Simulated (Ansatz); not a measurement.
Energy needed to pull apart InH2SCl (SMILES [SH][InH][Cl]), closed shell, into free ground-state atoms, from the structure below (displaced at random from a GFN2-xTB minimum); no zero-point or spin–orbit terms; open-shell atoms are treated unrestricted, in their ground-state multiplicity.

S1  (-1.045, -1.153, 1.011)
In2  (0.589, -0.149, -0.417)
Cl3  (0.236, 2.062, -0.620)
H4  (-1.714, 0.001, 1.171)
H5  (1.998, -0.841, -1.075)
(Å)

Computed with Ansatz 0.2.0 (basis: def2-TZVPP); correlated methods freeze the cores. Filled d shells of the heavier atoms are correlated. Core potentials replace the inner electrons of the atoms past krypton. The def2 sets are not built for correlating such inner shells, so the correlated values are less sure here. B3LYP uses VWN-RPA correlation.

```tsv
method	atomization energy (kJ/mol)
PBE-D4	1214
revPBE-D4	1177
r2SCAN-D4	1226
PBE0-D4	1205
B3LYP-D4	?
wB97M-V	1229
HF	859
MP2	1190
CCSD	?
CCSD(T)	1181
```

Problem. What does B3LYP-D4 give? (To be estimated.)

Solution. Computed: 1183 kJ/mol, which is about 2 kJ/mol more than CCSD(T)/def2-TZVPP.

Problem. What does CCSD give? (An estimate is asked for; the value comes from the calculation.)

Solution. Computed: 1156 kJ/mol, which is about 25 kJ/mol less than CCSD(T)/def2-TZVPP.

In triple zeta the MP2 and coupled-cluster atomization energies are still short of their basis limit by a few kcal/mol a bond, whereas those of the functionals are nearly converged, so these differences are not deviations from converged CCSD(T).

The T1 diagnostic stays at or below 0.014.

For scale, one of the runs: CCSD(T)/def2-TZVPP forces, 162 basis functions (an equivalent command: `ansatz run in.yaml --threads 4`). Hardware: 4 CPU threads, shared host. Wall time 110 s; peak host memory 2.3 GiB.
